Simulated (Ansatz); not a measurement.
Consider the formal exchange of groups at a C–C bond: `CCOC(=O)CC` + `CCOC=O` → `CCOC(=O)C(=O)OCC` + ethane.

Gas-phase electronic energies from Ansatz, PBE0-D4/def2-TZVP geometries. CBS: MP2 limit from def2 TZ/QZ plus the TZ coupled-cluster correction, frozen cores. This one scheme is used for every species. DFT in def2-TZVPP. One conformer a species, not always the lowest.

`CCOC(=O)CC`:

Cartesian coordinates in Å:
```
C -1.987 0.901 -1.590
C -1.519 1.363 -0.231
O -0.131 1.070 -0.028
C 0.160 -0.160 0.419
O -0.666 -0.998 0.662
C 1.646 -0.332 0.577
C 2.032 -1.708 1.078
H -1.380 1.346 -2.381
H -1.931 -0.186 -1.668
H -3.026 1.202 -1.745
H -2.100 0.894 0.565
H -1.588 2.447 -0.135
H 1.997 0.456 1.249
H 2.105 -0.112 -0.392
H 1.580 -1.911 2.050
H 1.691 -2.485 0.393
H 3.116 -1.788 1.179
```

`CCOC=O`:

Cartesian coordinates in Å:
```
C -0.848 0.088 -1.071
C 0.499 -0.332 -0.539
O 0.405 -0.789 0.821
C 0.451 0.148 1.764
O 0.569 1.325 1.588
H -0.758 0.361 -2.125
H -1.228 0.954 -0.527
H -1.570 -0.727 -0.990
H 1.216 0.489 -0.585
H 0.896 -1.188 -1.086
H 0.367 -0.331 2.751
```

`CCOC(=O)C(=O)OCC`:

Cartesian coordinates in Å:
```
C -1.250 0.872 3.320
C -0.510 -0.395 2.974
O -0.622 -0.693 1.571
C 0.245 -0.091 0.775
O 1.122 0.654 1.109
C -0.049 -0.443 -0.686
O -1.157 -0.559 -1.125
O 1.082 -0.552 -1.364
C 0.955 -0.811 -2.773
C 0.755 0.470 -3.543
H -2.297 0.804 3.020
H -1.210 1.035 4.399
H -0.796 1.734 2.829
H 0.548 -0.323 3.233
H -0.946 -1.263 3.468
H 1.892 -1.299 -3.041
H 0.127 -1.504 -2.930
H 1.569 1.170 -3.349
H 0.735 0.253 -4.614
H -0.191 0.941 -3.274
```

`CC`:

Cartesian coordinates in Å:
```
C -0.384 -0.172 -0.632
C 0.384 0.172 0.632
H -1.102 -0.976 -0.457
H -0.940 0.690 -1.008
H 0.288 -0.500 -1.429
H 1.103 0.976 0.457
H 0.940 -0.690 1.008
H -0.288 0.501 1.429
```

| level | ΔE (kJ/mol) | difference from CCSD(T)/CBS |
| --- | --- | --- |
| PBE-D4 | 17.3 | -7.5 |
| r2SCAN-D4 | 18.2 | -6.6 |
| ωB97X-V | 23.0 | -1.8 |
| B2PLYP | 21.0 | -3.8 |
| r2SCAN | 18.8 | -6.0 |
| MP2/def2-TZVPP | 22.1 | -2.7 |
| SCS-MP2/def2-TZVPP | 21.7 | -3.1 |
| CCSD(T)/def2-TZVPP | 22.4 | -2.4 |
| HF/def2-QZVPP | 29.8 | 5.0 |
| MP2/CBS(def2) | 24.5 | -0.3 |
| CCSD(T)/CBS | 24.8 | 0 |

Largest T1 diagnostic among the species: 0.015.

From PBE to PBE0 (25 % exact exchange), in def2-TZVPP and without D4, ΔE moves by +4.2 kJ/mol. In def2-TZVPP, CCSD(T) changes the Hartree–Fock value by −7.2 kJ/mol (the triples alone add −2.4 kJ/mol) and MP2 by −7.5 kJ/mol.
